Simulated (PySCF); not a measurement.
Excitation energy of Sn by level of theory

Sn [Kr] 4d10 5s2 5p2 (3P) → Sn [Kr] 4d10 5s1 5p3 (5S), as a difference of total energies. All numbers are calculated (PySCF 2.14, a scalar-relativistic core potential, in aug-cc-pVQZ-PP with one added diffuse shell each of s, p, d, f, g type with ECP28MDF (8s8p6d4f3g, 117 functions)). Correlated levels: valence: 4s2 4p6 4d10 frozen. The calculations carry no spin-orbit coupling.

```json
{"method": "UHF", "excitation energy (eV)": "2.963", "error (eV)": "-1.644"}
{"method": "LDA", "excitation energy (eV)": "5.438", "error (eV)": "+0.831"}
{"method": "PBE", "excitation energy (eV)": "5.188", "error (eV)": "+0.581"}
{"method": "PBE0", "excitation energy (eV)": "4.773", "error (eV)": "+0.166"}
{"method": "r2SCAN", "excitation energy (eV)": "4.564", "error (eV)": "-0.043"}
{"method": "CAM-B3LYP", "excitation energy (eV)": "5.173", "error (eV)": "+0.566"}
{"method": "wB97M-V", "excitation energy (eV)": "4.816", "error (eV)": "+0.209"}
{"method": "M06", "excitation energy (eV)": "5.868", "error (eV)": "+1.261"}
{"method": "MP2 (valence)", "excitation energy (eV)": "3.789", "error (eV)": "-0.818"}
{"method": "SCS-MP2 (valence)", "excitation energy (eV)": "4.158", "error (eV)": "-0.449"}
```

Reference: 4.607 eV (measured; NIST levels, between the centres of gravity of the two terms).

Errors of the correlated levels include the incompleteness of this basis and the frozen core.
